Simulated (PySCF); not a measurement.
A PySCF script (with the pyscf-properties extension) for the NMR shieldings of `C#CC(=C=C)B(C)C`, C$_{7}$H$_{9}$B, on a GFN2-xTB geometry:

```python
import basis_set_exchange as bse
import numpy as np
from pyscf import gto, dft
from pyscf.prop import nmr

atoms = """
C     1.084694    2.923597    0.234041
C     0.890885    1.750231    0.073566
C     0.629303    0.363202   -0.104901
C     1.627662   -0.412773   -0.473117
C     2.579943   -1.206139   -0.832293
B    -0.807345   -0.194418    0.138096
C    -1.109805   -1.731974   -0.034626
C    -1.934924    0.807946    0.595016
H     1.257261    3.949260    0.369548
H     3.209851   -1.703435   -0.111316
H     2.796685   -1.404107   -1.870420
H    -1.292329   -2.177411    0.943865
H    -0.305840   -2.297196   -0.500268
H    -2.018720   -1.900103   -0.610212
H    -1.714121    1.184878    1.594365
H    -1.969735    1.689141   -0.044497
H    -2.930464    0.371331    0.623243
"""
names = dict.fromkeys(["C", "B", "H"], "pcSseg-1")
basis = {el: gto.basis.parse(bse.get_basis(n, elements=[el], fmt="nwchem")) for el, n in names.items()}
mol = gto.M(atom=atoms, basis=basis, charge=0, verbose=0)
mf = dft.RKS(mol, xc="PBE0")
mf.grids.level = 2
mf.grids.alignment = dft.numint.BLKSIZE   # the property module wants whole blocks of grid points
mf.conv_tol = 1e-9
mf.kernel()

calc = nmr.RKS(mf)   # GIAO
C = mf.mo_coeff
Co = C[:, mf.mo_occ > 0]
resp = mf.gen_response(singlet=True, hermi=2)
def vind(x):   # induced exchange potential for any number of trial vectors
    d = np.einsum("pi,xij,qj->xpq", C, 2 * x.reshape(-1, C.shape[1], Co.shape[1]), Co, optimize=True)
    return np.einsum("xpq,pi,qj->xij", resp(d - d.transpose(0, 2, 1)), C, Co, optimize=True).ravel()
mo1, _ = nmr.rhf.solve_mo1(calc, with_cphf=vind)
sigma = calc.kernel(mo1)
for i, s in enumerate(sigma):   # ppm
    w = np.linalg.eigvalsh((s + s.T) / 2)
    print("%2d %-2s iso %8.1f  s11 %8.1f  s22 %8.1f  s33 %8.1f" % (i, mol.atom_pure_symbol(i), w.mean(), *w))
```

**Question.** Give the expected output.

**Answer.** 
```
 0 C  iso     96.5  s11     40.7  s22     43.0  s33    205.7
 1 C  iso    104.7  s11      4.1  s22     11.8  s33    298.3
 2 C  iso     92.1  s11     20.3  s22     98.7  s33    157.4
 3 C  iso    -54.4  s11    -84.7  s22    -69.8  s33     -8.8
 4 C  iso    112.2  s11     22.7  s22    145.8  s33    168.2
 5 B  iso     22.2  s11    -45.9  s22     -7.7  s33    120.3
 6 C  iso    175.1  s11    153.8  s22    183.5  s33    188.1
 7 C  iso    173.0  s11    153.8  s22    181.1  s33    184.0
 8 H  iso     29.0  s11     24.8  s22     25.3  s33     36.9
 9 H  iso     26.6  s11     24.6  s22     24.9  s33     30.2
10 H  iso     26.5  s11     24.6  s22     24.9  s33     30.1
11 H  iso     31.1  s11     27.4  s22     29.0  s33     36.8
12 H  iso     30.4  s11     25.5  s22     30.2  s33     35.6
13 H  iso     30.8  s11     26.8  s22     29.4  s33     36.3
14 H  iso     30.8  s11     26.4  s22     30.0  s33     36.2
15 H  iso     30.4  s11     25.7  s22     30.4  s33     35.2
16 H  iso     30.6  s11     26.5  s22     29.7  s33     35.6
```

These numbers come from an equivalent density-fitted implementation of the same equations, which agrees with the script to about 0.01 ppm for H and up to a few tenths of a ppm for heavy atoms, so last digits may differ.

Size and cost of the density-fitted run: 181 basis functions, 23 s wall time on 1 thread of an Arm Neoverse V1, shared host; peak memory 0.82 GiB.
